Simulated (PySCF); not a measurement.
A calculated (TPSS, PySCF 2.14, cc-pVTZ, no relativity, point nucleus) atom or ion has these occupied shells.

```csv
shell,electrons,orbital energy (eV),"rms radius, mean of both spins (bohr)"
1s α,1,-7531.1,0.0658
1s β,1,-7531.1,0.0658
2s α,1,-886.45,0.280
2s β,1,-885.01,0.280
2p α,3,-768.15,0.250
2p β,3,-766.98,0.250
3s α,1,-102.36,0.841
3s β,1,-98.778,0.841
3p α,3,-66.967,0.892
3p β,3,-63.370,0.892
3d α,5,-9.622,1.23
3d β,2,-7.676,1.23
4s α,1,-5.606,3.18
4s β,1,-5.002,3.18
```

(1) Name the element and its charge.

Answers

(1) Co (cobalt, neutral), in [Ar] 3d7 4s2, high-spin 4F determinant.
